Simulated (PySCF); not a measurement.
Bi(CN)3 at several levels of theory

Computed with PySCF 2.14.0 (density fitting, no spin-orbit coupling) at the geometry relaxed with r2SCAN:

```xyz
7
Bi(CN)3 (singlet)
Bi    0.0000    0.0000    0.7121
C     1.8617    0.0000   -0.5228
N     2.9006    0.0000   -1.0525
C    -0.9309    1.6123   -0.5228
N    -1.4503    2.5120   -1.0525
C    -0.9309   -1.6123   -0.5228
N    -1.4503   -2.5120   -1.0525
```

| level | basis | state | HOMO (eV) | gap (eV) | charge on Bi1 (e) | dipole about the centre of mass (D) | largest force component (eV/Å) |
| --- | --- | --- | --- | --- | --- | --- | --- |
| r2SCAN | Bi def2-SVP with ECP60, C def2-SVP, N def2-SVP | singlet | -8.88 | 5.46 | 1.07 | 6.43 | 0.02 |
| PBE | the same | singlet | -8.45 | 4.98 | 0.92 | 6.14 | 0.91 |
| r2SCAN | Bi def2-TZVP with ECP60, C def2-TZVP, N def2-TZVP | singlet | -9.00 | 5.41 | 1.08 | 6.52 | 0.85 |
| r2SCAN | Bi x2c-SVPall, C x2c-SVPall, N x2c-SVPall | singlet | -8.90 | 5.45 | 1.22 | 6.41 | 1.09 |

Charges are Mulliken's, which hang on the basis. The relaxation used the grid (50, 194), these runs (75, 302) or, all-electron (x2c bases, spin-free X2C Hamiltonian), (99, 590).

Question: A further run in the first row's basis gives HOMO (eV) -8.56, gap (eV) 5.15, charge on Bi1 (e) 1.01, dipole about the centre of mass (D) 6.29, largest force component (eV/Å) 0.61. Which level was it?
A. TPSSh
B. TPSS
C. PBE0

Answer: B. The others give HOMO -9.13 eV (TPSSh); -9.90 eV (PBE0).

In the first row's basis the gap widens with exact exchange: 5.0 to 5.5 eV for PBE, TPSS, r2SCAN (none); 6.0 to 7.1 eV for TPSSh, PBE0 (a fixed share).

No frequency check is given that shows the relaxed geometry to be a minimum.
